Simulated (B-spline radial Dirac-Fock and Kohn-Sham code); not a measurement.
## What relativity does to the binding energies of Ti⁸⁺

System: the Ti⁸⁺ ion in the configuration 1s2 2s2 2p6 3s2 3p2.

Both columns are ΔSCF binding energies of the configuration average from a B-spline atomic structure program: non-relativistic Hartree-Fock with a point nucleus, and Dirac-Fock with a finite nucleus and the Coulomb interaction alone, averaged over the two j levels with weights 2j+1.

```tsv
shell	Hartree-Fock (eV)	Dirac-Fock (eV)	shift (eV)	shift (%)
1s	5138.4	5170.8	+32.47	+0.63
2s	746.9	753.3	+6.47	+0.87
2p	647.0	647.9	+0.86	+0.13
3s	213.7	215.0	+1.24	+0.58
3p	189.5	189.7	+0.25	+0.13
```

Relativity binds 1s, 2s, 2p, 3s, 3p more strongly, among those listed most of all 2s in relative terms.

Values without a named source are computed, but for edge energies of neutral atoms, which are taken from tables.
